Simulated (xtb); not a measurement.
C8H12, triplet, geometry from GFN2-xTB (a higher spin typed on purpose: for a closed-shell molecule this is an excited state); GFN2-xTB (xtb 6.7.1).

Here is a job for xtb.
```
$ xtb mol.xyz --gfn 2 --uhf 2 --grad --json

# file mol.xyz
20

C     -0.70828786    -1.71453506    -0.20008818
C      0.70628698    -1.71604758    -0.19410523
C      1.51785443    -0.59492883    -0.59285083
C      1.51405403     0.59168699     0.60567432
C      0.70828786     1.71453506     0.20008818
C     -0.70628698     1.71604758     0.19410523
C     -1.51785443     0.59492883     0.59285083
C     -1.51405403    -0.59168699    -0.60567432
H     -1.19959199    -2.50912615     0.34426658
H      1.19126860    -2.51168255     0.35437875
H      1.15724154    -0.09450629    -1.48685965
H      2.56158258    -0.86991102    -0.71728077
H      2.55727795     0.86443772     0.73893104
H      1.14482246     0.09204483     1.49659626
H      1.19959199     2.50912615    -0.34426658
H     -1.19126860     2.51168255    -0.35437875
H     -1.15724154     0.09450629     1.48685965
H     -2.56158258     0.86991102     0.71728077
H     -1.14482246    -0.09204483    -1.49659626
H     -2.55727795    -0.86443772    -0.73893104
```

### Question
Predict the main parts of the log of this xtb run.

### Answer

```
   ID    Z sym.   atoms
    1    6 C      1-8
    2    1 H      9-20

           -------------------------------------------------
          |                Calculation Setup                |
           -------------------------------------------------

           -------------------------------------------------
          |                 G F N 2 - x T B                 |
           -------------------------------------------------

          ...................................................
          :                      SETUP                      :
          :.................................................:
          :  # basis functions                  44          :
          :  # atomic orbitals                  44          :
          :  # shells                           28          :
          :  # electrons                        44          :
          :  max. iterations                   250          :
          :  Hamiltonian                  GFN2-xTB          :
          :  restarted?                      false          :
          :  GBSA solvation                  false          :
          :  PC potential                    false          :
          :  electronic temp.          300.0000000     K    :
          :  accuracy                    1.0000000          :
          :  -> integral cutoff          0.2500000E+02      :
          :  -> integral neglect         0.1000000E-07      :
          :  -> SCF convergence          0.1000000E-05 Eh   :
          :  -> wf. convergence          0.1000000E-03 e    :
          :  Broyden damping             0.4000000          :
          :  net charge                          0          :
          :  unpaired electrons                  2          :
          ...................................................

 iter      E             dE          RMSdq      gap      omega  full diag
   1    -23.3942705 -0.233943E+02  0.324E+00    1.46       0.0  T
   2    -23.4273692 -0.330986E-01  0.187E+00    1.46       1.0  T
   3    -23.4280697 -0.700567E-03  0.628E-01    1.43       1.0  T
   4    -23.4283662 -0.296459E-03  0.143E-01    1.44       1.0  T
   5    -23.4286256 -0.259439E-03  0.497E-02    1.44       1.0  T
   6    -23.4286267 -0.104127E-05  0.413E-03    1.44       5.4  T
   7    -23.4286267 -0.279612E-07  0.143E-03    1.44      15.7  T
   8    -23.4286267 -0.389813E-08  0.272E-04    1.44      82.2  T
   9    -23.4286267 -0.200799E-10  0.274E-05    1.44     816.4  T

[...]
         :: total energy             -23.055006480128 Eh    ::
[...]
                             5 C    0.148     6 C    0.117
     2   6 C    3.835 --     1 C    1.291     3 C    1.188    10 H    0.971
                             6 C    0.148     5 C    0.117
     3   6 C    3.983 --     2 C    1.188    12 H    0.972    11 H    0.970
                             4 C    0.737
     4   6 C    3.983 --     5 C    1.188    13 H    0.972    14 H    0.970
                             3 C    0.737
     5   6 C    3.835 --     6 C    1.291     4 C    1.188    15 H    0.971
                             1 C    0.148     2 C    0.117
     6   6 C    3.835 --     5 C    1.291     7 C    1.188    16 H    0.971
                             2 C    0.148     1 C    0.117
     7   6 C    3.983 --     6 C    1.188    18 H    0.972    17 H    0.970
                             8 C    0.737
     8   6 C    3.983 --     1 C    1.188    20 H    0.972    19 H    0.970
                             7 C    0.737
     9   1 H    1.000 --     1 C    0.971
    10   1 H    1.000 --     2 C    0.971
    11   1 H    0.998 --     3 C    0.970
    12   1 H    0.998 --     3 C    0.972
    13   1 H    0.998 --     4 C    0.972
    14   1 H    0.998 --     4 C    0.970
    15   1 H    1.000 --     5 C    0.971
    16   1 H    1.000 --     6 C    0.971
    17   1 H    0.998 --     7 C    0.970
    18   1 H    0.998 --     7 C    0.972
    19   1 H    0.998 --     8 C    0.970
    20   1 H    0.998 --     8 C    0.972
 ---------------------------------------------------------------------------

Topologies differ in total number of bonds
Writing topology from bond orders to xtbtopo.mol

molecular dipole:
                 x           y           z       tot (Debye)
 q only:        0.000       0.000       0.000
   full:        0.000       0.000       0.000       0.000
molecular quadrupole (traceless):
                xx          xy          yy          xz          yz          zz
 q only:        2.399      -0.003      -2.554       0.009      -0.477       0.155
  q+dip:        5.005       0.009      -3.626       0.022      -4.330      -1.379
   full:        3.791       0.003      -3.483       0.015      -2.545      -0.308

           -------------------------------------------------
          | TOTAL ENERGY              -23.055006480128 Eh   |
          | GRADIENT NORM               0.000053903573 Eh/α |
          | HOMO-LUMO GAP               1.435966518166 eV   |
           -------------------------------------------------

normal termination of xtb
```
